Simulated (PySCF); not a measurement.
Ga(OH)2(SiH3) (GaH5O2Si), SMILES [OH][Ga]([OH])[SiH3]. Atoms are numbered in the order given.

```xyz
9

Ga    -0.2875     0.0753    -0.1996
O     -1.6176    -1.1185    -0.3971
H     -2.3532    -0.8615    -0.9674
O     -0.4255     1.6488    -1.0590
H     -1.2139     1.7826    -1.6003
Si     1.6228    -0.4220     1.1509
H      2.1281     0.8182     1.8061
H      2.7046    -0.9842     0.2897
H      1.2708    -1.4245     2.1964
```
Charge 0, spin multiplicity 1.

Coordinates come from a B3LYP-D3(BJ)/def2-SVP optimisation. The structure was generated by enumeration; whether it is a known compound was not checked. Other conformers were not sampled.

Calculation: B3LYP-D3(BJ)/def2-SVP in PySCF.

Frequencies are harmonic and unscaled.

A small imaginary wavenumber (i) marks a very flat motion, where grid noise or a shallow saddle decides the sign.

| mode | ν (cm⁻¹) | IR (km/mol) | Raman (Å⁴/amu) | depolarisation | moving atoms (share of kinetic energy) |
|---|---|---|---|---|---|
| 1 | 13i | 0.0 | 0.1 | 0.75 | H 93 % |
| 2 | 104 | 0.0 | 0.5 | 0.75 | O 46 %, Si 20 %, Ga 19 %, H 14 % |
| 3 | 143 | 2.2 | 0.1 | 0.75 | Ga 42 %, O 38 %, H 16 % |
| 4 | 194 | 40.0 | 2.4 | 0.75 | O 70 %, H 14 %, Ga 9 % |
| 5 | 256 | 0.0 | 1.1 | 0.75 | H 95 % |
| 6 | 337 | 6.4 | 17.6 | 0.15 | Si 61 %, Ga 24 %, H 9 % |
| 7 | 350 | 226.6 | 2.5 | 0.62 | H 83 %, O 15 % |
| 8 | 492 | 27.0 | 3.1 | 0.75 | H 88 %, Si 10 % |
| 9 | 502 | 18.0 | 5.6 | 0.75 | H 88 %, Si 10 % |
| 10 | 668 | 98.0 | 12.1 | 0.07 | O 86 %, Ga 12 % |
| 11 | 698 | 194.5 | 1.7 | 0.75 | O 70 %, Ga 22 %, H 8 % |
| 12 | 712 | 66.5 | 8.8 | 0.75 | H 86 %, O 11 % |
| 13 | 792 | 29.7 | 0.8 | 0.75 | H 88 %, O 8 % |
| 14 | 875 | 194.5 | 2.8 | 0.65 | H 90 %, Si 9 % |
| 15 | 944 | 44.5 | 25.4 | 0.75 | H 98 % |
| 16 | 946 | 41.8 | 24.8 | 0.75 | H 97 % |
| 17 | 2214 | 56.1 | 214.8 | 0.06 | H 98 % |
| 18 | 2226 | 75.9 | 140.4 | 0.41 | H 96 % |
| 19 | 2232 | 82.9 | 114.6 | 0.74 | H 96 % |
| 20 | 3846 | 11.1 | 58.3 | 0.73 | H 94 % |
| 21 | 3848 | 75.4 | 384.0 | 0.25 | H 94 % |
